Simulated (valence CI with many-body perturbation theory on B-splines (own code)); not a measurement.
# Energy levels of Zr XXXV

Computed by relativistic CI+MBPT: four valence electrons over a frozen Dirac-Fock core [He], a basis of 11 s, 11 p, 10 d, 8 f, 5 g, 2 h functions for each j, with the one-electron correlation potential Σ1, the two-electron term Σ2, the three-electron term Σ3, Breit, model QED; selected CI, second order for the rest, scaled by the run's own slope (own B-spline code, finite nucleus).

The last digits are not significant, and no measured levels were compared; by estimate large intervals hold to a few tenths of a per cent, small ones and those within an open d or f shell to about a per cent. Among the levels kept, up to 970 cm⁻¹ of a level comes from second order outside the variational space, and about a tenth of that is noise between levels of different J, which matters for small intervals.

Levels 136 to 180 of 199, with energies above the lowest level, (2s^2 2p1/2^2) J=0. "Leading %" is the weight of the configuration and term that name the level; weights of strongly mixed levels are sums over their largest components and can fall short. In the jj column 3d3/2^4 stands for four electrons in 3d with j = 3/2. Lifetimes count E1, E2, E3, M1 and M2 decay at the calculated energies, and are blank where another channel may lead or the interval is too uncertain; long ones can be off by a factor of two.

| No. | Configuration | Term | J | E (Ry) | Leading % | Lifetime | g | Leading jj |
| --- | --- | --- | --- | --- | --- | --- | --- | --- |
| 136 | 2p3 3p | 3P | 2 | 217.20 | 24 | 43.0 fs | 1.316 | 2p1/2^2 2p3/2 3p1/2 (88 %) |
| 137 | 2s 2p2 3d | 3F | 4 | 217.43 | 58 | 24.3 fs | 1.301 | 2s 2p3/2^2 3d5/2 (83 %) |
| 138 | 2s 2p2 3d | 3G | 5 | 217.54 | 64 | 50.9 ps | 1.266 | 2s 2p3/2^2 3d5/2 (91 %) |
| 139 | 2s 2p2 3d | 3D | 3 | 217.55 | 38 | 8.12 fs | 1.312 | 2s 2p3/2^2 3d3/2 (71 %) |
| 140 | 2s 2p2 3d | 3D | 2 | 217.64 | 33 | 8.13 fs | 1.334 | 2s 2p3/2^2 3d3/2 (87 %) |
| 141 | 2s 2p2 3d | 3P | 1 | 217.85 | 37 | 8.88 fs | 1.585 | 2s 2p3/2^2 3d3/2 (83 %) |
| 142 | 2s 2p2 3p | 3D° | 3 | 217.92 | 72 | 49.1 fs | 1.276 | 2s 2p3/2^2 3p3/2 (90 %) |
| 143 | 2s 2p2 3p | 3P° | 0 | 217.93 | 63 | 720 fs |  | 2s 2p3/2^2 3p3/2 (89 %) |
| 144 | 2s 2p2 3d | 3F | 4 | 218.12 | 42 | 11.4 fs | 1.127 | 2s 2p3/2^2 3d3/2 (84 %) |
| 145 | 2s 2p2 3p | 3P° | 2 | 218.18 | 81 | 178 fs | 1.455 | 2s 2p3/2^2 3p3/2 (93 %) |
| 146 | 2s 2p2 3p | 1P° | 1 | 218.31 | 49 | 28.6 fs | 1.203 | 2s 2p3/2^2 3p3/2 (91 %) |
| 147 | 2s 2p2 3d | 3P | 0 | 218.59 | 55 | 18.2 fs |  | 2s 2p3/2^2 3d5/2 (80 %) |
| 148 | 2s 2p2 3p | 3P° | 2 | 218.71 | 44 | 633 fs | 1.272 | 2s 2p3/2^2 3p3/2 (91 %) |
| 149 | 2s 2p2 3d | 3D | 3 | 218.88 | 40 | 9.84 fs | 1.153 | 2s 2p3/2^2 3d5/2 (74 %) |
| 150 | 2s 2p2 3d | 3S | 1 | 218.89 | 22 | 12.1 fs | 1.484 | 2s 2p3/2^2 3d5/2 (65 %) |
| 151 | 2p3 3p | 5P | 3 | 219.03 | 42 | 38.9 fs | 1.408 | 2p1/2^2 2p3/2 3p3/2 (91 %) |
| 152 | 2p3 3p | 3P | 1 | 219.18 | 32 | 19.4 fs | 1.462 | 2p1/2^2 2p3/2 3p3/2 (68 %) |
| 153 | 2s 2p2 3d | 3P | 2 | 219.20 | 37 | 7.40 fs | 1.250 | 2s 2p3/2^2 3d5/2 (90 %) |
| 154 | 2s 2p2 3p | 1P° | 1 | 219.51 | 40 | 77.7 fs | 1.176 | 2s 2p3/2^2 3p3/2 (78 %) |
| 155 | 2p3 3p | 3P | 2 | 219.93 | 33 | 31.6 fs | 1.334 | 2p1/2^2 2p3/2 3p3/2 (86 %) |
| 156 | 2p3 3s | 5S° | 2 | 220.08 | 43 | 111 fs | 1.514 | 2p1/2 2p3/2^2 3s (93 %) |
| 157 | 2p3 3s | 3S° | 1 | 220.75 | 41 | 52.1 fs | 1.294 | 2p1/2 2p3/2^2 3s (80 %) |
| 158 | 2p3 3p | 3P | 0 | 220.83 | 81 | 28.5 fs |  | 2p1/2^2 2p3/2 3p3/2 (88 %) |
| 159 | 2s 2p2 3d | 3D | 1 | 221.15 | 47 | 9.83 fs | 0.776 | 2s 2p3/2^2 3d3/2 (79 %) |
| 160 | 2p3 3s | 3D° | 3 | 221.22 | 92 | 56.0 fs | 1.323 | 2p1/2 2p3/2^2 3s (92 %) |
| 161 | 2s 2p2 3d | 3F | 3 | 221.43 | 42 | 11.6 fs | 1.147 | 2s 2p3/2^2 3d3/2 (49 %) |
| 162 | 2s 2p2 3d | 3D | 2 | 221.50 | 44 | 7.80 fs | 0.984 | 2s 2p3/2^2 3d3/2 (91 %) |
| 163 | 2s 2p2 3d | 3F | 4 | 221.51 | 75 | 238 fs | 1.199 | 2s 2p3/2^2 3d5/2 (93 %) |
| 164 | 2p3 3s | 1D° | 2 | 221.55 | 64 | 55.0 fs | 1.048 | 2p1/2 2p3/2^2 3s (92 %) |
| 165 | 2s 2p2 3d | 3D | 2 | 221.67 | 46 | 9.30 fs | 1.211 | 2s 2p3/2^2 3d3/2 (62 %) |
| 166 | 2s 2p2 3d | 3D | 1 | 221.75 | 81 | 8.82 fs | 0.637 | 2s 2p3/2^2 3d3/2 (89 %) |
| 167 | 2s 2p2 3d | 3D | 3 | 221.76 | 78 | 63.7 fs | 1.278 | 2s 2p3/2^2 3d5/2 (79 %) |
| 168 | 2p3 3d | 3D° | 2 | 221.76 | 30 | 149 fs | 1.078 | 2p1/2^2 2p3/2 3d3/2 (89 %) |
| 169 | 2p3 3d | 5D° | 3 | 221.93 | 31 | 707 fs | 1.218 | 2p1/2^2 2p3/2 3d3/2 (80 %) |
| 170 | 2s 2p2 3d | 3P | 0 | 222.05 | 80 | 6.87 fs |  | 2s 2p3/2^2 3d3/2 (90 %) |
| 171 | 2p3 3d | 5D° | 1 | 222.10 | 44 | 47.5 fs | 1.242 | 2p1/2^2 2p3/2 3d3/2 (90 %) |
| 172 | 2p3 3d | 3P° | 0 | 222.11 | 45 | 857 fs |  | 2p1/2^2 2p3/2 3d3/2 (92 %) |
| 173 | 2s 2p2 3d | 1F | 3 | 222.13 | 55 | 5.28 fs | 1.109 | 2s 2p3/2^2 3d5/2 (64 %) |
| 174 | 2s 2p2 3d | 1D | 2 | 222.21 | 55 | 62.0 fs | 1.072 | 2s 2p3/2^2 3d5/2 (83 %) |
| 175 | 2p3 3d | 5D° | 4 | 222.36 | 42 | 3.81 ps | 1.309 | 2p1/2^2 2p3/2 3d5/2 (94 %) |
| 176 | 2s 2p2 3d | 3P | 1 | 222.39 | 52 | 6.73 fs | 1.300 | 2s 2p3/2^2 3d5/2 (77 %) |
| 177 | 2p3 3p | 5P | 1 | 222.67 | 36 | 39.9 fs | 1.540 | 2p1/2 2p3/2^2 3p1/2 (93 %) |
| 178 | 2p3 3d | 3D° | 2 | 222.82 | 35 | 18.8 fs | 1.283 | 2p1/2^2 2p3/2 3d5/2 (90 %) |
| 179 | 2p3 3p | 3F | 2 | 223.06 | 28 | 19.1 fs | 1.161 | 2p1/2 2p3/2^2 3p1/2 (76 %) |
| 180 | 2p3 3s | 3P° | 0 | 223.18 | 97 | 105 fs |  | 2p1/2 2p3/2^2 3s (97 %) |
